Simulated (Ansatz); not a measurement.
```yaml
crystal:
  periodic: [false, false, false]
  atoms:
    - {symbol: C, position_ang: [-0.916217, 0.555408, -0.365904]}
    - {symbol: C, position_ang: [-0.038610, 0.682155, 0.639510]}
    - {symbol: In, position_ang: [1.125059, -1.008064, 0.124941]}
    - {symbol: S, position_ang: [-0.730458, -0.785755, -1.513039]}
    - {symbol: H, position_ang: [-1.755984, 1.229244, -0.537014]}
    - {symbol: H, position_ang: [-0.069097, 1.465017, 1.387421]}
    - {symbol: H, position_ang: [2.385308, -2.138014, 0.264094]}
basis:
  gaussian: {orbitals: def2-SVP}
hamiltonian: {xc: {name: BHLYP}}
accuracy: high
output: {forces: true}
```

```sh
$ ansatz run in.yaml --threads 2 --pin off --events-out ev --progress --plain --max-ram 4352MiB
```

It prints (some lines left out):

```
Functional definition: BHLYP
2062 factors; integrals over basis functions are off by at most 3.4e-9 eV
mean field evaluation 1: about -18117.3319 eV, gradient 4.0e1 eV
mean field evaluation 2: about -18114.9820 eV, gradient 4.8e1 eV
mean field evaluation 4: about -18121.8181 eV, gradient 2.2e0 eV
mean field evaluation 8: about -18122.1437 eV, gradient 4.8e-1 eV
mean field evaluation 16: about -18122.1445 eV, gradient 1.3e-3 eV
mean field -18122.14453250 eV, -665.9765279387 hartree, gradient 3.8e-8 eV, S^2 0.000000; 0 other end points of the search recorded, 0 dependent functions left out
reference -18122.14455930 eV, -665.9765289236 hartree; 26, 26 occupied and 61, 61 virtual orbitals, 2062 factors
Total energy: -18122.14455930 eV, -665.9765289236 hartree
Atom 0 at    -0.916217     0.555408    -0.365904 Å, force    -0.007129     0.217707     0.211676 eV/Å
Atom 1 at    -0.038610     0.682155     0.639510 Å, force    -0.148615     0.164338     0.013851 eV/Å
Atom 2 at     1.125059    -1.008064     0.124941 Å, force     0.295953    -0.242582     0.055179 eV/Å
Atom 3 at    -0.730458    -0.785755    -1.513039 Å, force    -0.140886    -0.203540    -0.344090 eV/Å
Atom 4 at    -1.755984     1.229244    -0.537014 Å, force    -0.018167     0.046532     0.027092 eV/Å
Atom 5 at    -0.069097     1.465017     1.387421 Å, force    -0.032855     0.042397     0.009128 eV/Å
Atom 6 at     2.385308    -2.138014     0.264094 Å, force     0.051699    -0.024852     0.027163 eV/Å
Dipole moment:     0.435208    -0.014231     0.421972 e Å
```

Run time 8 s (2 threads of an Arm Neoverse V1 on a shared host); peak host memory 0.41 GiB.
